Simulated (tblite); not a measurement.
C7H14NP.
Numbering: `[CH2:1]=[CH:2][CH2:3][P@@:4]([CH3:5])(=[NH:6])[C:7](=[CH2:8])[CH3:9]` (hydrogens: H10, H11 on C1; H12 on C2; H13, H14 on C3; H15, H16, H17 on C5; H18 on N6; H19, H20 on C8; H21, H22, H23 on C9)

Structure used (GFN2-xTB), in Å, numbered top down from 1:
```xyz
23
C7H14NP angstrom
C      2.3044    1.4517    0.1735
C      2.0738    0.1688   -0.0447
C      1.3184   -0.7088    0.8863
P     -0.4119   -1.0724    0.3866
C     -0.2930   -1.6643   -1.3646
N     -0.9190   -2.0664    1.4707
C     -1.2067    0.5846    0.2347
C     -1.8226    1.0072    1.3291
C     -1.1227    1.3628   -1.0362
H      1.9511    1.9430    1.0653
H      2.8514    2.0621   -0.5252
H      2.4413   -0.3023   -0.9481
H      1.7818   -1.6942    0.9885
H      1.2307   -0.2643    1.8810
H      0.2276   -0.9737   -2.0212
H     -1.3007   -1.8398   -1.7421
H      0.2343   -2.6182   -1.3351
H     -1.8765   -2.3709    1.3636
H     -2.3163    1.9642    1.3925
H     -1.8490    0.3823    2.2086
H     -1.5809    2.3420   -0.9110
H     -1.6385    0.8387   -1.8401
H     -0.0820    1.4949   -1.3289
```

Computed with GFN2-xTB (tblite): harmonic, unscaled wavenumbers at the GFN2-xTB geometry, gas phase. Against measured fundamentals such values can be off by several per cent, at times by over 20. One conformer, not necessarily the lowest.

Harmonic wavenumbers (cm⁻¹): 27.9, 39.2, 80.1, 138.9, 161.3, 179.0, 190.5, 213.2, 242.0, 267.1, 278.4, 338.5, 374.7, 384.1, 414.1, 426.7, 575.0, 616.3, 687.5, 698.8, 754.6, 776.5, 806.8, 841.6, 894.3, 906.2, 921.3, 942.2, 955.8, 1006.4, 1018.2, 1032.5, 1036.6, 1163.1, 1167.6, 1193.7, 1216.4, 1290.1, 1302.1, 1381.6, 1399.5, 1400.4, 1425.8, 1431.7, 1443.5, 1475.0, 1481.6, 1686.9, 1705.1, 2938.8, 2954.1, 2988.9, 2991.3, 3004.2, 3015.7, 3027.4, 3030.1, 3047.3, 3075.3, 3099.3, 3102.8, 3125.2, 3398.6.

A = 1506, B = 1239, C = 1001 MHz; mass 143.086 u (most abundant isotopes); point group C1, symmetry number 1.

Task: What is the zero-point energy?

Result: ½Σν̃ = 41595 cm⁻¹ = 118.92 kcal/mol.

Task: Give the ideal-gas entropy at 400 K and 1 bar in the rigid-rotor, harmonic-oscillator model (classical rotation).

Result: Translation 42.27, rotation 30.41, vibration 54.34: S = 127.0 cal/(mol K).

Task: And Cp and H(400 K) − H(0)?

Result: Cp = 59.79 cal/(mol K), of which vibrations give 51.84 (their classical limit is 63 R = 125.2); H(400 K) − H(0) = 14.12 kcal/mol without the zero-point energy, 10.94 from vibrations.

Task: What must be added to the electronic energy to get the Gibbs energy at 400 K and 1 bar?

Result: ZPE + [H(400 K) − H(0)] − T·S = 118.92 + 14.12 − 50.81 = 82.23 kcal/mol.

Task: Blend soft modes into free rotors: weight 1/[1 + (100 cm⁻¹/ν̃)⁴] for the oscillator and the rest for a rotor with moment μB/(μ + B), μ = h/(8π²ν), B = 10⁻⁴⁴ kg m². What vibrational entropy results?

Result: 49.45 cal/(mol K) in place of 54.34, which changes −T·S at 400 K by +1.96 kcal/mol.

Task: How do the functions run with temperature in this model?

Result: 
| T (K) | S (cal/(mol K)) | Cp (cal/(mol K)) | H − H(0) (kcal/mol) | G − H(0) (kcal/mol) | ln q(vib) |
| --- | --- | --- | --- | --- | --- |
| 100 | 74.5 | 23.0 | 1.51 | -5.94 | 2.86 |
| 200 | 94.6 | 36.0 | 4.48 | -14.43 | 6.52 |
| 300 | 111.5 | 48.3 | 8.70 | -24.75 | 10.10 |
| 500 | 141.4 | 69.5 | 20.60 | -50.12 | 16.98 |
| 800 | 178.9 | 89.9 | 44.77 | -98.38 | 26.54 |
| 1000 | 200.0 | 99.0 | 63.70 | -136.32 | 32.36 |

q(vib) and H(0) count from the zero-point level.

Hindered rotation and anharmonicity are outside this model. Other conformers, if any are populated, would add a mixing term that is left out. The structure is chiral; the term R ln 2 for an equal mix with its mirror image is left out.
